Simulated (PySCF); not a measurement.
Isomers of [C4H5O2S]- (charge -1), one GFN2-xTB conformer each. Single-point energies are computed at PBE0/pcSseg-1 (PySCF, gas phase, no added dispersion term), electronic only.

Problem. Rank them by PBE0/pcSseg-1 energy, lowest first (kJ/mol).
A. `[CH3:1][S:2]/[CH:3]=[CH:4]\[C:5](=[O:6])[O-:7]` (charge -1) with C1–S2–C3–C4 180°
B. `[O:1]=[C:2]([OH:3])[C@@H:4]1[CH2:5][C@@H:6]1[S-:7]` (charge -1) with O1–C2–O3–H -11°, O1–C2–C4–C5 -162°

Solution. A (0.0), B (3.3).

As drawn, the higher has a three-membered ring and an O–H bond, which the lower lacks. Neighbours under 21 kJ/mol apart (CS/C=C\C(=O)[O-] and O=C(O)[C@@H]1C[C@@H]1[S-]) can change places with a better method, another conformer or zero-point energy. GFN2-xTB itself gives, in the same order: 2.3, 0.0. GFN2-xTB puts O=C(O)[C@@H]1C[C@@H]1[S-] lowest instead.
